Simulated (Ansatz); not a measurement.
Reactions of `CCC(O)=CF`.

Program: Ansatz. Geometries: PBE0-D4/def2-TZVP. ΔE: electronic, gas phase. CCSD(T)/CBS is the MP2 limit (def2-TZVPP, def2-QZVPP) plus CCSD(T) − MP2 in def2-TZVPP, frozen cores. This one scheme is used for every species, atoms too. Double bonds are as drawn, so ΔE can hold a change between cis and trans. No spin–orbit coupling; open shells (•) take unrestricted orbitals. Spin–orbit coupling would lower the free atoms: a little for C, F, O. Bonds to Ti are less sure, by a few kJ/mol each and by 10 to 20 or more in all where they break to atoms, as the def2 sets lack core-valence functions. Scalar relativity is left out up to krypton. Each species was taken in one conformer, which may not be the lowest.

(1) Order these by ΔE at CCSD(T)/CBS, lowest first. (Estimate.)
A. `CC/C(O)=C/F` + `OBO` → `CCOBO` + `O/C=C\F`
B. `CC/C(O)=C/F` + `C=N` → `C=N/C(O)=C/F` + ethane
C. `CC/C(O)=C/F` + H₂ → `O/C=C\F` + ethane
D. `CC/C(O)=C/F` + `[OH][Ti]([F])([F])[F]` → `CC[O][Ti]([F])([F])[F]` + `O/C=C\F`
E. `CC/C(O)=C/F` → `CC(C)(F)C=O`
F. `CC/C(O)=C/F` → `C=COC(C)F`
G. `CC/C(O)=C/F` → 4 C• + F• + 7 H• + O•

Largest T1 diagnostic: 0.023, for `[OH][Ti]([F])([F])[F]`.

Answers

(1) E (-0.47 eV), C (-0.37 eV), F (+0.07 eV), B (+0.22 eV), D (+0.45 eV), A (+0.67 eV), G (+54.97 eV).
